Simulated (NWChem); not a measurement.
CH₄BClO; SMILES CB(O)Cl

```xyz
8

B      0.0971    -0.4434    -0.0013
Cl    -0.0705     1.3391     0.0011
C     -1.1716    -1.3528    -0.0011
H     -1.7810    -1.1566     0.8961
H     -0.9121    -2.4204    -0.0270
H     -1.8149    -1.1190    -0.8645
O      1.3375    -0.9653    -0.0005
H      2.0307    -0.2950     0.0017
```
Atoms are numbered in this order, from 1.

Level: PBE0/def2-SVP (NWChem), optimised geometry, unscaled harmonic frequencies. 

**Question.** List the harmonic frequencies with IR intensities, and the thermochemistry.

**Answer.** 
```json
[
 {"frequency (cm⁻¹)": "81", "IR intensity (km/mol)": "1.7"},
 {"frequency (cm⁻¹)": "286", "IR intensity (km/mol)": "1.1"},
 {"frequency (cm⁻¹)": "378", "IR intensity (km/mol)": "18.3"},
 {"frequency (cm⁻¹)": "423", "IR intensity (km/mol)": "2.0"},
 {"frequency (cm⁻¹)": "615", "IR intensity (km/mol)": "28.4"},
 {"frequency (cm⁻¹)": "641", "IR intensity (km/mol)": "137.2"},
 {"frequency (cm⁻¹)": "851", "IR intensity (km/mol)": "5.0"},
 {"frequency (cm⁻¹)": "877", "IR intensity (km/mol)": "13.1"},
 {"frequency (cm⁻¹)": "949", "IR intensity (km/mol)": "78.8"},
 {"frequency (cm⁻¹)": "1171", "IR intensity (km/mol)": "308.6"},
 {"frequency (cm⁻¹)": "1312", "IR intensity (km/mol)": "107.8"},
 {"frequency (cm⁻¹)": "1401", "IR intensity (km/mol)": "135.0"},
 {"frequency (cm⁻¹)": "1432", "IR intensity (km/mol)": "7.7"},
 {"frequency (cm⁻¹)": "1460", "IR intensity (km/mol)": "132.7"},
 {"frequency (cm⁻¹)": "3063", "IR intensity (km/mol)": "0.0"},
 {"frequency (cm⁻¹)": "3150", "IR intensity (km/mol)": "1.5"},
 {"frequency (cm⁻¹)": "3181", "IR intensity (km/mol)": "6.1"},
 {"frequency (cm⁻¹)": "3889", "IR intensity (km/mol)": "93.0"}
]
```

```json
{
  "zero_point_energy": "35.9 kcal/mol",
  "thermal correction to the enthalpy at 298.15 K (with zero-point energy)": "39.8 kcal/mol",
  "heat capacity Cv": "16.7 cal/(mol K)",
  "entropy at 298.15 K and 1 atm (symmetry number 1)": "73.0 cal/(mol K)",
  "dipole_moment": "0.67 D"
}
```

Rigid rotor and harmonic oscillator; modes under 100 cm⁻¹ make the entropy uncertain.
